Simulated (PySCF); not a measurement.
Molfile (atoms numbered from 1):
```
C5H7ClO2
     RDKit          3D

 15 15  0  0  0  0  0  0  0  0999 V2000
    1.5440   -0.7340    0.3574 C   0  0  0  0  0  0  0  0  0  0  0  0
    0.7160   -0.1708   -0.7763 C   0  0  2  0  0  0  0  0  0  0  0  0
    1.0024    1.2310   -1.0252 O   0  0  0  0  0  0  0  0  0  0  0  0
   -0.2565    1.6139   -0.7370 C   0  0  0  0  0  0  0  0  0  0  0  0
   -0.7328    2.7000   -0.6972 O   0  0  0  0  0  0  0  0  0  0  0  0
   -0.7647    0.1902   -0.5033 C   0  0  2  0  0  0  0  0  0  0  0  0
   -1.3871   -0.0951    0.8437 C   0  0  0  0  0  0  0  0  0  0  0  0
   -1.7522   -1.8403    1.0089 Cl  0  0  0  0  0  0  0  0  0  0  0  0
    1.1562   -1.7081    0.6416 H   0  0  0  0  0  0  0  0  0  0  0  0
    2.5763   -0.8418    0.0360 H   0  0  0  0  0  0  0  0  0  0  0  0
    1.5220   -0.0685    1.2164 H   0  0  0  0  0  0  0  0  0  0  0  0
    0.8688   -0.7443   -1.6946 H   0  0  0  0  0  0  0  0  0  0  0  0
   -1.4365   -0.1369   -1.2996 H   0  0  0  0  0  0  0  0  0  0  0  0
   -0.7292    0.1713    1.6690 H   0  0  0  0  0  0  0  0  0  0  0  0
   -2.3312    0.4414    0.9385 H   0  0  0  0  0  0  0  0  0  0  0  0
  1  2  1  0
  2  3  1  0
  3  4  1  0
  4  5  2  0
  4  6  1  0
  6  7  1  0
  7  8  1  0
  6  2  1  0
  1  9  1  0
  1 10  1  0
  1 11  1  0
  2 12  1  6
  6 13  1  6
  7 14  1  0
  7 15  1  0
M  END
```

Geometry: GFN2-xTB; GIAO absolute shieldings from PySCF 2.14.0 with density-fitted response routines, gas phase, non-relativistic, averaged over equivalent atoms.

At PBE0/pcSseg-1 (178 basis functions, 23 s wall time on 1 thread of an Arm Neoverse V1, shared host):
```
     atoms  σ (ppm)
        C4     16.1
        C2    114.8
        C6    126.7
        C7    142.2
        C1    170.1
        O5    -94.5
        O3     31.4
       Cl8    862.3
       H12    27.05
       H15    27.75
       H14    27.90
       H13    27.97
H9/H10/H11    30.10
```

Estimate the result of repeating the calculation with BP86/pcSseg-1.

Answers


```json
{"atoms": "C4", "σ at BP86/pcSseg-1": "15.2", "change": "-0.9"}
{"atoms": "C2", "σ at BP86/pcSseg-1": "107.6", "change": "-7.2"}
{"atoms": "C6", "σ at BP86/pcSseg-1": "119.7", "change": "-7.0"}
{"atoms": "C7", "σ at BP86/pcSseg-1": "135.1", "change": "-7.1"}
{"atoms": "C1", "σ at BP86/pcSseg-1": "165.2", "change": "-4.9"}
{"atoms": "O5", "σ at BP86/pcSseg-1": "-87.1", "change": "+7.4"}
{"atoms": "O3", "σ at BP86/pcSseg-1": "15.7", "change": "-15.7"}
{"atoms": "Cl8", "σ at BP86/pcSseg-1": "831.9", "change": "-30.4"}
{"atoms": "H12", "σ at BP86/pcSseg-1": "27.00", "change": "-0.05"}
{"atoms": "H15", "σ at BP86/pcSseg-1": "27.67", "change": "-0.08"}
{"atoms": "H14", "σ at BP86/pcSseg-1": "27.78", "change": "-0.12"}
{"atoms": "H13", "σ at BP86/pcSseg-1": "27.91", "change": "-0.06"}
{"atoms": "H9/H10/H11", "σ at BP86/pcSseg-1": "30.09", "change": "-0.01"}
```

The largest change is at Cl8 (chlorine bonded to C). Cost: 178 basis functions, 40 s wall time on 1 thread of an Arm Neoverse V1, shared host. The order of the carbon signals is the same at both levels.

Carbons that carry Cl, above all several Cl atoms, come out too deshielded, partly because spin–orbit coupling is missing.
